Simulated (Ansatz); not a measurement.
Single points on C4H2Te⁺, that is Te(CCH)2 with one electron fewer.

```yaml
crystal:
  periodic: [false, false, false]
  atoms:
    - {symbol: Te, position_ang: [0.098271, 0.019995, -1.771917]}
    - {symbol: C, position_ang: [1.554870, -0.029519, -0.332084]}
    - {symbol: C, position_ang: [2.494388, -0.059944, 0.458183]}
    - {symbol: H, position_ang: [3.309594, -0.086191, 1.168845]}
    - {symbol: C, position_ang: [-1.508617, 0.038953, -0.501170]}
    - {symbol: C, position_ang: [-2.529834, 0.052616, 0.180792]}
    - {symbol: H, position_ang: [-3.418663, 0.064090, 0.797351]}
basis:
  gaussian: {orbitals: def2-TZVP, initial_orbitals: start.molden}
total_charge: 1
magnetization: {spin_polarized: true, initial_magnetization: 1}
hamiltonian: {xc: pbe, dispersion: d4}
scf: {omitted_lower_state_checks: [starts]}
output: {orbitals: {seedname: orbitals}}
```

The file start.molden holds the orbitals of an earlier run on this structure, at another level or in another basis.

```sh
$ ansatz run in.yaml --threads 2 --pin off --events-out ev --progress --plain --max-ram 4352MiB
```

Output, abridged:

```
Functional definition: PBE
1194 factors; their error is unknown
mean field evaluation 1: about -11457.1275 eV, gradient 6.1e0 eV
mean field evaluation 2: about -11457.2427 eV, gradient 1.7e-1 eV
mean field evaluation 4: about -11457.1055 eV, gradient 2.8e-3 eV
mean field -11457.10550756 eV, -421.0408614978 hartree, gradient 7.5e-5 eV, S^2 0.755960; 0 other end points of the search recorded, 0 dependent functions left out
reference -11457.10554825 eV, -421.0408629932 hartree; 25, 24 occupied and 161, 162 virtual orbitals, 1194 factors
Total energy: -11457.26663435 eV, -421.0467827980 hartree
Checks for a lower state left out: starts
```

It took 4 s on 2 threads of Arm Neoverse V2 on a shared host.

The first input with `hamiltonian: {xc: pbe0, dispersion: d4}` (abridged; 6 s):

```
Functional definition: PBE0
mean field -11457.41072287 eV, -421.0520779535 hartree, gradient 1.8e-5 eV, S^2 0.769416
Total energy: -11457.54832120 eV, -421.0571345987 hartree
Checks for a lower state left out: starts
```

First input, but with `hamiltonian: {xc: r2scan, dispersion: d4}` (abridged; 9.5 s):

```
Functional definition: r2SCAN
mean field -11462.81277943 eV, -421.2505998704 hartree, gradient 7.5e-5 eV, S^2 0.769946
Total energy: -11462.85033743 eV, -421.2519801016 hartree
Checks for a lower state left out: starts
```

Geometry: PBE-D4/def2-SVP, that of the neutral singlet.

In the def2 sets Te takes a core potential; there is no spin–orbit coupling.
